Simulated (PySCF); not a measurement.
## SiTe⁺: from constants to spectrum

ROHF-CCSD(T) constants of SiTe⁺, ²Π (doublet), unpaired electrons π ↑ (PySCF, spin-free X2C with a Gaussian nucleus, basis sets Si x2c-SVPall, Te x2c-SVPall; masses 27.9769 and 129.9062 u):

| Quantity | Value |
| --- | --- |
| ωe | 383.0 cm⁻¹ |
| ωexe | 1.48 cm⁻¹ |
| Be | 0.1224 cm⁻¹ |
| αe | 0.000563 cm⁻¹ |
| D (centrifugal) | 5e-08 cm⁻¹ |
| De to Si⁺ + Te | 3.20 eV |

Problem. Give the vibrational terms G(v) and spacings up to v = 6.

Solution. G(v) = ωe(v+½) − ωexe(v+½)².

| v | G(v) (cm⁻¹) | G(v) − G(v−1) | Bv (cm⁻¹) |
| --- | --- | --- | --- |
| 0 | 191.1 |  | 0.1221 |
| 1 | 571.2 | 380.0 | 0.1216 |
| 2 | 948.2 | 377.1 | 0.1210 |
| 3 | 1322.4 | 374.1 | 0.1204 |
| 4 | 1693.5 | 371.2 | 0.1199 |
| 5 | 2061.7 | 368.2 | 0.1193 |
| 6 | 2427.0 | 365.2 | 0.1187 |

Problem. How well does the Morse estimate ωe²/(4ωexe) reproduce De, and what is D0?

Solution. It gives 3.07 eV, 96 % of the computed De. D0 = De − G(0) = 3.20 − 0.02 = 3.18 eV.

Correlated steps freeze 23 core orbitals. Correlated levels converge slowly with the basis: in double zeta they bind strong bonds too weakly, by up to about 1 eV, and carry superposition errors of some tenths. Spin–orbit coupling is left out, which matters for elements this heavy, above all for dissociation energies. For an ion De counts to the pair picked by the measured ionisation energies or electron affinities, which need not be the lowest pair at this level. The state was picked by a PBE0 search and need not be the measured ground state.
